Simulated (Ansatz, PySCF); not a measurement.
Species: BiH5, charge 0, multiplicity 1. SMILES: [BiH5]
Structure (B3LYP-D3(BJ)/def2-TZVP (Ansatz, a first-principles code) minimum search):
```
Bi
H 1 1.7992
H 1 1.7992 2 120.00
H 1 1.7992 2 120.00 3 -180.00
H 1 1.8661 2 90.00 3 -90.00
H 1 1.8661 2 90.00 5 180.00
```

Property: atomisation energy (electronic, to ground-state atoms), in eV. Cores are frozen in the correlated levels unless marked. Open shells are spin-unrestricted. No spin-orbit coupling. Frozen are the shells of the preceding noble gas and the d and f shells that filled before the atom's block. In def2 rows, elements after Kr have scalar-relativistic effective core potentials. The coupled-cluster limit lacks core correlation, which all-electron functionals hold. Basis-set limits of correlation are two-point, X^-3; Hartree-Fock from the larger set.

| level | program | atomisation energy (eV) |
|---|---|---|
| BLYP-D3(BJ)/def2-TZVPD | Ansatz + dftd3 | 9.64 |
| revPBE-D3(BJ)/def2-TZVPD | Ansatz + dftd3 | ___ |
| PBE0/def2-SVP | Ansatz | ___ |
| PBE0/def2-QZVPP | Ansatz | 8.91 |
| BHLYP-D3(BJ)/def2-TZVPD | Ansatz + dftd3 | 9.04 |
| BHLYP-D4/def2-TZVPD | Ansatz + dftd4 | 9.02 |
| r2SCAN0/def2-TZVPD | Ansatz | 8.82 |
| PW6B95-D3(BJ)/def2-TZVPD | PySCF + dftd3 | ___ |
| MN15/def2-TZVPD | PySCF | 8.82 |
| LC-wPBE-D4/def2-TZVPD | Ansatz + dftd4 | 8.65 |
| LC-wPBE/def2-TZVPD | Ansatz | 8.56 |
| B2PLYP-D4/def2-TZVPD | Ansatz + dftd4 | 8.91 |
| RPA@PBE/def2-TZVPP | Ansatz | ___ |
| RPA@PBE/def2-QZVPP | Ansatz | 9.06 |
| SCS-MP2/def2-SVPD | Ansatz | 7.74 |
| SCS-MP2/def2-TZVPPD | Ansatz | 8.55 |
| CCSD/def2-SVPD | Ansatz | 8.07 |
| CCSD/def2-QZVPP | Ansatz | 8.91 |
| CCSD(T)/CBS(def2-TZVPPD,def2-QZVPPD) | Ansatz | 9.16 |

Complete the blanks.


- revPBE-D3(BJ)/def2-TZVPD, atomisation energy (eV): 9.11
- PBE0/def2-SVP, atomisation energy (eV): 8.68
- PW6B95-D3(BJ)/def2-TZVPD, atomisation energy (eV): 9.28
- RPA@PBE/def2-TZVPP, atomisation energy (eV): 8.95
